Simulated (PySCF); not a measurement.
Task: Give a GFN2-xTB geometry of `CCCC(=O)OC`.

Result: 
```xyz
17
C5H10O2 angstrom
C     -1.9465    0.7058    0.3908
C     -1.6620   -0.6739   -0.1893
C     -0.3590   -1.2634    0.3604
C      0.8225   -0.4303   -0.0775
O      1.1468   -0.2255   -1.2169
O      1.4742    0.0750    0.9785
C      2.5993    0.8956    0.6971
H     -1.9832    0.6646    1.4774
H     -1.1702    1.4100    0.1001
H     -2.9004    1.0806    0.0273
H     -1.5844   -0.6058   -1.2755
H     -2.4839   -1.3502    0.0532
H     -0.2226   -2.2711   -0.0362
H     -0.3801   -1.3028    1.4493
H      2.3432    1.6426   -0.0571
H      2.8731    1.3724    1.6350
H      3.4262    0.2883    0.3232
```

Any rigid rotation of these coordinates is as good. Atoms count from 1 in this order. The C–C distances run from 1.511 Å (C3–C4, drawn single) to 1.532 Å (C2–C3, drawn single), a spread of 0.021 Å. The C–O distances run from 1.202 Å (C4=O5, drawn double) to 1.421 Å (O6–C7, drawn single), a spread of 0.219 Å. O6 (ester single-bonded oxygen) is bent (angle 116.5°). Of the pairs four or more bonds apart, O5···H15 is among the closest relative to their van der Waals radii: 2.50 Å, 92 % of the sum of Bondi's values.

Bonds between heavy atoms (Å): C1–C2 1.523, C2–C3 1.532, C3–C4 1.511, C4=O5 1.202, C4–O6 1.340, O6–C7 1.421.

Structure optimised with GFN2-xTB, isolated species.

Point group: C1 (no symmetry element, even within 0.4 Å). Stationary, but not proved a minimum. The numbers are those of one conformer (C1–C2–C3–C4 -65°, C2–C3–C4–O5 -60°, C3–C4–O6–C7 -179°).

The numbers are calculated, not measured.
